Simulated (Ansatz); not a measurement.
Steps of a relaxation of `[AlH2][SiH](Cl)[AsH2]` with RKS PBE-D4/def2-SVP.

```sh
$ ansatz run in.yaml --threads 4 --pin off --events-out ev --progress --plain --max-ram 10444MiB
```

```yaml
crystal:
  periodic: [false, false, false]
  atoms:
    - {symbol: Al, position_ang: [-1.181800, 1.481900, 0.310300]}
    - {symbol: Si, position_ang: [0.631900, 0.212100, -0.305900]}
    - {symbol: Cl, position_ang: [1.953500, 0.152500, 1.279700]}
    - {symbol: As, position_ang: [0.002700, -1.926500, -0.811200]}
    - {symbol: H, position_ang: [-2.423300, 1.730800, -0.756900]}
    - {symbol: H, position_ang: [-1.298500, 2.210800, 1.746000]}
    - {symbol: H, position_ang: [1.320200, 0.805300, -1.477300]}
    - {symbol: H, position_ang: [-0.308800, -2.237800, 0.691800]}
    - {symbol: H, position_ang: [1.392600, -2.475300, -0.693500]}
basis:
  gaussian: {orbitals: def2-SVP}
hamiltonian: {xc: pbe, dispersion: d4}
relax: {f_tol: 0.03, max_steps: 200}
```

Positions (Å) and forces (eV/Å) along the path, 5 of 5 steps:

```xyz
9
step=1 energy=-87882.4295 eV
Al   -1.182    1.482    0.310   -1.828    1.241    0.185
Si    0.632    0.212   -0.306    0.867   -0.030   -0.111
Cl    1.954    0.152    1.280    0.673    0.140    0.659
As    0.003   -1.927   -0.811   -1.239   -1.100   -0.210
H    -2.423    1.731   -0.757    0.413   -0.138    0.330
H    -1.298    2.211    1.746    0.052   -0.126   -0.101
H     1.320    0.805   -1.477    0.268    0.092   -0.431
H    -0.309   -2.238    0.692    0.097    0.131   -0.404
H     1.393   -2.475   -0.694    0.696   -0.210    0.084
9
step=2 energy=-87882.6965 eV
Al   -1.256    1.561    0.324   -0.253    0.182    0.096
Si    0.667    0.195   -0.250    0.224    0.105   -0.102
Cl    2.075    0.266    1.332   -0.118   -0.085   -0.123
As   -0.036   -1.994   -0.876   -0.075    0.001    0.198
H    -2.460    1.726   -0.734    0.078   -0.011    0.052
H    -1.341    2.253    1.768   -0.022   -0.002   -0.030
H     1.368    0.707   -1.481    0.085    0.061   -0.041
H    -0.326   -2.250    0.619   -0.048   -0.156   -0.053
H     1.398   -2.510   -0.718    0.128   -0.094    0.004
9
step=3 energy=-87882.7166 eV
Al   -1.274    1.607    0.342    0.008   -0.030   -0.023
Si    0.664    0.221   -0.291    0.069   -0.019    0.149
Cl    2.064    0.254    1.296   -0.041   -0.005   -0.037
As   -0.015   -2.021   -0.849    0.022    0.009   -0.034
H    -2.459    1.769   -0.724   -0.028    0.020   -0.006
H    -1.379    2.287    1.787    0.021   -0.013   -0.009
H     1.400    0.751   -1.502   -0.054   -0.067   -0.020
H    -0.335   -2.359    0.623    0.015    0.065   -0.025
H     1.423   -2.556   -0.699   -0.012    0.039    0.005
9
step=4 energy=-87882.7209 eV
Al   -1.276    1.599    0.336    0.000    0.001   -0.003
Si    0.667    0.216   -0.277    0.029    0.011    0.032
Cl    2.065    0.247    1.307   -0.031   -0.004   -0.034
As   -0.014   -2.013   -0.855    0.003   -0.003    0.006
H    -2.467    1.769   -0.724    0.000    0.004    0.002
H    -1.369    2.279    1.781    0.004   -0.005    0.001
H     1.388    0.727   -1.503   -0.006   -0.013   -0.001
H    -0.330   -2.331    0.620   -0.002   -0.003   -0.011
H     1.425   -2.539   -0.702    0.003    0.013    0.007
9
step=5 energy=-87882.7212 eV
Al   -1.276    1.599    0.335    0.004    0.001   -0.003
Si    0.666    0.216   -0.277    0.000    0.011    0.006
Cl    2.063    0.245    1.306   -0.006   -0.001   -0.009
As   -0.013   -2.012   -0.855    0.004   -0.009   -0.003
H    -2.468    1.772   -0.724    0.000    0.003    0.002
H    -1.367    2.276    1.782    0.001   -0.003    0.003
H     1.387    0.722   -1.505    0.000   -0.006    0.000
H    -0.331   -2.331    0.619   -0.004   -0.005   -0.001
H     1.428   -2.534   -0.699    0.001    0.008    0.006
```

Run time 6 s (4 threads of an AMD EPYC 7B13 on a shared host); peak host memory 0.19 GiB.
